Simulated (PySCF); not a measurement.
Members of one series of related molecules.

All values: PBE0/pcSseg-1 (PySCF) at GFN2-xTB geometries, gas phase, one conformer each.

(1) Rank by the lowest Hirshfeld charge on any atom, lowest value first.
A. `C\C=C/C=C\C=N/C`
B. `C/C=C/C=C\OC(C)=O`
C. `C/C=C\C=C\CF`
D. `C/C=C/C=C\C(C)=S`

(2) Rank by HOMO–LUMO gap, lowest first.
A. `C/C=C\C=C\CF`
B. `C(=S)(/C=C\C=C\C)C`
C. `C/C=C/C=C\OC(C)=O`
D. `C\C=C/C=C\C=N/C`

Results:

(1) B (-0.253 e), A (-0.162 e), D (-0.130 e), C (-0.115 e).

(2) B (3.36 eV), D (4.84 eV), C (5.52 eV), A (5.80 eV).

All values together:

```tsv
SMILES	formula	μ (D)	HOMO (eV)	LUMO (eV)	lowest IAO charge (e)	highest IAO charge (e)	lowest Hirshfeld charge (e)	highest Hirshfeld charge (e)
C/C=C/C=C\C(C)=S	C7H10S	3.22	-5.95	-2.59	-0.431 (C)	+0.165 (H)	-0.130 (S)	+0.054 (H)
C/C=C\C=C\CF	C6H9F	1.37	-6.41	-0.61	-0.426 (C)	+0.154 (H)	-0.115 (C)	+0.049 (H)
C/C=C/C=C\OC(C)=O	C7H10O2	2.40	-6.31	-0.80	-0.476 (C)	+0.531 (C)	-0.253 (O)	+0.222 (C)
C\C=C/C=C\C=N/C	C7H11N	3.10	-6.55	-1.71	-0.427 (C)	+0.159 (H)	-0.162 (N)	+0.052 (H)
```

Conformers: `[CH3:1]/[CH:2]=[CH:3]/[CH:4]=[CH:5]\[C:6]([CH3:7])=[S:8]` with C2–C3–C4–C5 -178°, C4–C5–C6–C7 -179°; `[CH3:1]/[CH:2]=[CH:3]\[CH:4]=[CH:5]\[CH2:6][F:7]` with C2–C3–C4–C5 180°, C4–C5–C6–F7 0°; `[CH3:1]/[CH:2]=[CH:3]/[CH:4]=[CH:5]\[O:6][C:7]([CH3:8])=[O:9]` with C2–C3–C4–C5 180°, C4–C5–O6–C7 180°, C5–O6–C7–C8 180°; `[CH3:1]\[CH:2]=[CH:3]/[CH:4]=[CH:5]\[CH:6]=[N:7]/[CH3:8]` with C2–C3–C4–C5 180°, C4–C5–C6–N7 180°.
